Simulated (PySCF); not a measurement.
# AsN: energy against distance

Set-up: As cc-pVTZ-PP with ECP10, N cc-pVTZ; scalar-relativistic core potentials (PySCF 2.14). Energies in eV from As + N in their ground configurations at the same level. State: ¹Σ⁺ (singlet), closed shell.

All columns are PBE0. A positive dipole means As(−)N(+).

| R (Å) | E (eV) | μ (D) | Mulliken charge on As (basis-dependent) | HOMO (eV) | LUMO (eV) | Mayer bond order | ⟨S²⟩ |
| --- | --- | --- | --- | --- | --- | --- | --- |
| 1.379 | -2.365 | -2.88 | 0.35 | -8.45 | -1.46 | 3.04 | 0.00 |
| 1.444 | -3.590 | -2.94 | 0.35 | -8.58 | -1.72 | 3.02 | 0.00 |
| 1.508 | -4.267 | -2.98 | 0.35 | -8.67 | -1.98 | 3.00 | 0.00 |
| 1.556 | -4.507 | -3.01 | 0.35 | -8.72 | -2.17 | 2.99 | 0.00 |
| 1.604 | -4.572 | -3.03 | 0.35 | -8.76 | -2.35 | 2.98 | 0.00 |
| 1.652 | -4.502 | -3.05 | 0.35 | -8.65 | -2.53 | 2.97 | 0.00 |
| 1.716 | -4.252 | -3.07 | 0.35 | -8.45 | -2.77 | 2.96 | 0.00 |
| 1.796 | -3.765 | -3.08 | 0.35 | -8.22 | -3.04 | 2.95 | 0.00 |
| 1.893 | -3.028 | -3.09 | 0.34 | -7.98 | -3.34 | 2.95 | 0.00 |
| 2.021 | -1.930 | -3.10 | 0.32 | -7.72 | -3.69 | 2.95 | 0.00 |

A fit through these points gives, at Re = 1.601 Å, μ = -3.03 D and dμ/dR = -0.405 D/Å; the reduced mass is 11.8 u.

**Question.** How strong is the fundamental in the double-harmonic approximation, I = 42.26·(dμ/dR)²/μred km/mol?

**Answer.** I = 42.26·(-0.405)²/11.8 = 0.587 km/mol at PBE0.
